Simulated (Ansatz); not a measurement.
Computed with Ansatz on PBE0-D4/def2-TZVP structures; ΔE is electronic, products minus reactants. CCSD(T)/CBS adds triple-zeta CCSD(T) − MP2 to the extrapolated MP2 energy (def2 sets, frozen cores). This one scheme is used for every species. Functionals use def2-TZVPP. B3LYP here is the variant with VWN-RPA as its local correlation; programs differ in this.

Consider the hydrogenolysis of a C–Si bond: `CC1([SiH3])C[SiH2]1` + H₂ → `CC1C[SiH2]1` + SiH₄.

`CC1([SiH3])C[SiH2]1`:

Cartesian coordinates in Å:
```
C 0.290 -0.145 -1.617
C 0.011 -0.025 -0.131
Si -1.603 -0.741 0.441
C 1.225 -0.274 0.803
Si 0.632 1.472 0.781
H 0.388 -1.195 -1.915
H -0.510 0.300 -2.214
H 1.222 0.358 -1.895
H -2.743 -0.100 -0.270
H -1.758 -0.521 1.906
H -1.661 -2.210 0.185
H 1.064 -0.887 1.685
H 2.154 -0.516 0.293
H -0.115 2.013 1.935
H 1.404 2.471 0.012
```

H₂:

Z-matrix (Å, degrees):
```
H
H 1 0.746
```

`CC1C[SiH2]1`:

Cartesian coordinates in Å:
```
C -0.537 1.157 0.878
C 0.147 0.487 -0.287
C -0.523 -0.764 -0.890
Si 1.125 -1.078 -0.112
H -0.843 0.428 1.633
H -1.439 1.689 0.554
H 0.122 1.877 1.368
H 0.514 1.182 -1.039
H -1.413 -1.113 -0.373
H -0.626 -0.796 -1.970
H 1.169 -1.747 1.207
H 2.304 -1.322 -0.970
```

SiH₄:

```xyz
5

Si    0.000    0.000    0.000
H    -1.264    0.738    0.246
H     0.443   -0.654    1.257
H     1.045    0.949   -0.459
H    -0.224   -1.032   -1.043
```

CCSD(T)/CBS gives -9.1 kJ/mol.

Q: Another level gave -13.5 kJ/mol. Which?
A. PBE/def2-TZVPP
B. HF/def2-TZVPP
C. CCSD(T)/def2-TZVPP
D. B3LYP/def2-TZVPP

A: C. CCSD(T)/def2-TZVPP -13.5, HF/def2-TZVPP -45.5, PBE -20.5, B3LYP -32.3 kJ/mol.

Largest T1 diagnostic among the species: 0.011.

In def2-TZVPP, CCSD(T) changes the Hartree–Fock value by +32.0 kJ/mol (the triples alone add +6.5 kJ/mol) and MP2 by +42.1 kJ/mol. The D4 term adds +17.7 kJ/mol with B3LYP and +9.8 kJ/mol with PBE0; it sums over pairs of atoms, weighted by their polarisabilities, and B3LYP, whose exchange is more repulsive, gets the larger term.
